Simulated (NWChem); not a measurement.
Molecule: WH3Cl3; SMILES [Cl][WH3]([Cl])[Cl]

```xyz
7

W      0.0000     0.0000    -0.0186
Cl    -2.0983     0.7885    -0.4760
Cl     1.7320     1.4229    -0.4760
Cl     0.3663    -2.2114    -0.4760
H     -0.7557    -0.6204     1.3443
H     -0.1594     0.9647     1.3443
H      0.9151    -0.3443     1.3443
```
Atoms are numbered in this order, from 1.

Coordinates come from a PBE-D3(BJ)/def2-SVP optimisation. def2 effective core potentials on W; no spin-orbit coupling.

List the 4 lowest vertical singlet excitations from B3LYP/def2-SVP with def2 effective core potentials on W, full TDDFT (NWChem).


```json
[
 {"state": "S1", "energy (eV)": "3.02", "oscillator strength": "0.000", "leading excitation (squared amplitude)": "HOMO → LUMO (0.44)"},
 {"state": "S2", "energy (eV)": "3.16", "oscillator strength": "0.001", "leading excitation (squared amplitude)": "HOMO−1 → LUMO (0.44)"},
 {"state": "S3", "energy (eV)": "3.30", "oscillator strength": "0.007", "leading excitation (squared amplitude)": "HOMO−1 → LUMO+1 (0.49)"},
 {"state": "S4", "energy (eV)": "3.30", "oscillator strength": "0.007", "leading excitation (squared amplitude)": "HOMO → LUMO+1 (0.49)"}
]
```
